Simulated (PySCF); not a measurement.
PySCF 2.14 output of an unrestricted PBE calculation on a single atom or ion in x2c-TZVPPall, with scalar relativity by spin-free X2C-1e:

```
SCF conv_tol = 1e-09
number electrons alpha = 14  beta = 12
    J. P. Perdew, K. Burke, and M. Ernzerhof.,  Phys. Rev. Lett. 77, 3865 (1996)
    J. P. Perdew, K. Burke, and M. Ernzerhof.,  Phys. Rev. Lett. 78, 1396 (1997)
    J. P. Perdew, K. Burke, and M. Ernzerhof.,  Phys. Rev. Lett. 77, 3865 (1996)
    J. P. Perdew, K. Burke, and M. Ernzerhof.,  Phys. Rev. Lett. 78, 1396 (1997)
cycle= 1 E= -1272.1011450912  delta_E= 0.125  |g|= 0.738  |ddm|= 0.466
cycle= 2 E= -1271.07538128716  delta_E= 1.03  |g|= 2.33  |ddm|= 1.03
cycle= 3 E= -1272.18290142455  delta_E= -1.11  |g|= 0.479  |ddm|= 0.568
cycle= 4 E= -1272.24850691786  delta_E= -0.0656  |g|= 0.0691  |ddm|= 0.252
cycle= 5 E= -1272.2497558687  delta_E= -0.00125  |g|= 0.00823  |ddm|= 0.0276
cycle= 6 E= -1272.24977320211  delta_E= -1.73e-05  |g|= 0.000541  |ddm|= 0.00352
cycle= 7 E= -1272.24977328222  delta_E= -8.01e-08  |g|= 0.000171  |ddm|= 0.000402
cycle= 8 E= -1272.24977328936  delta_E= -7.14e-09  |g|= 1.08e-05  |ddm|= 6.02e-05
cycle= 9 E= -1272.2497732894  delta_E= -3.52e-11  |g|= 3.15e-07  |ddm|= 4.75e-06
converged SCF energy = -1272.2497732894  <S^2> = 2.0097207  2S+1 = 3.0064735
```

The run itself started from symmetry-adapted Hartree-Fock orbitals and held the occupation by maximum overlap, on a logarithmic radial grid, so the iterations belong to that start.

Task: Which element, charge and spin multiplicity is this?

Result: Fe (iron, neutral), multiplicity 3; the state was [Ar] 3d8, high-spin 3F determinant (an excited configuration).
